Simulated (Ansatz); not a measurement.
Basis-set extrapolation for `F/C=C/[SiH3]` (PBE0-D4/def2-TZVP geometry, frozen core, Ansatz). Multiplicity 1, RHF reference.

```csv
,def2-TZVPP,def2-QZVPP
HF,-467.074361,-467.091399
MP2 correlation,-0.694727,-0.748703
CCSD(T) correlation,-0.759777,not run
```

Energies in hartree. Use E(X) = E(∞) + A·exp(−7.88·√X) for Hartree–Fock and E(X) = E(∞) + B·X^(−2.97) for correlation, with X = 3 and 4, and add CCSD(T) minus MP2 of the smaller set to the MP2 limit.

What is the CCSD(T) energy at the basis-set limit?

HF limit: -467.091399 + (-0.017038) × 0.13774 = -467.09375. MP2 limit: -0.748703 + (-0.053976) × 0.74074 = -0.78869. Higher-order term: -0.759777 − (-0.694727) = -0.06505. Total: -467.94749 hartree, 71.1 kcal/mol below CCSD(T)/def2-TZVPP.
